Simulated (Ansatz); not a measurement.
System: sum formula NHTeF, net charge -1, singlet state. It need not be the lowest isomer of its formula. Whether it binds its extra electron was not tested at this geometry. 
Geometry from a B3LYP-D3(BJ)/def2-TZVP (Ansatz, a first-principles code) optimisation:
```
Te
N 1 1.9519
H 2 1.0249 1 104.20
F 1 2.0727 2 106.41 3 -86.52
```
Charge -1, spin multiplicity 1.

Parts of the frozen-core correlation energy in def2-SVP (Ansatz, hartree). Frozen orbitals: 11; correlated occupied orbitals by spin: 10 and 10; virtual: 38 and 38. Spin-orbit coupling is left out. Past Kr the def2 sets carry scalar-relativistic core potentials.

```csv
term,value
reference (HF),-421.27091
MP2 opposite-spin,?
MP2 same-spin,-0.12690
CCSD correlation,?
(T),?
T1 diagnostic,0.026
largest doubles amplitude,0.090
```

Question: Complete the blanks.

Answer: 
- MP2 opposite-spin, value: -0.34706
- CCSD correlation, value: -0.48719
- (T), value: -0.01570
